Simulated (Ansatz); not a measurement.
Species: sum formula H₃BO₂Cl (charge +1, singlet). It need not be the lowest isomer of its formula. SMILES: OB([OH2+])Cl
Geometry from a B3LYP-D3(BJ)/def2-TZVP (Ansatz, a program for electronic structure) optimisation:
```
B
O 1 1.3138
H 2 0.9669 1 120.07
O 1 1.4889 2 109.73 3 180.00
H 4 0.9735 1 123.26 2 -180.00
H 4 0.9761 5 115.55 1 -180.00
Cl 1 1.7089 2 135.07 3 0.00
```
Charge +1, spin multiplicity 1.

Parts of the frozen-core correlation energy in cc-pV(Q+d)Z (Ansatz, hartree). Frozen orbitals: 8; correlated occupied orbitals by spin: 12 and 12; virtual: 299 and 299. Spin-orbit coupling is left out. No relativistic terms.

| term | value |
|---|---|
| reference (HF) | -635.63349 |
| MP2 opposite-spin | … |
| MP2 same-spin | … |
| CCSD correlation | … |
| (T) | -0.03340 |
| T1 diagnostic | 0.011 |
| largest doubles amplitude | 0.031 |

Problem. Fill in the missing entries.

Solution. 
- MP2 opposite-spin, value: -0.62188
- MP2 same-spin, value: -0.20089
- CCSD correlation, value: -0.84062
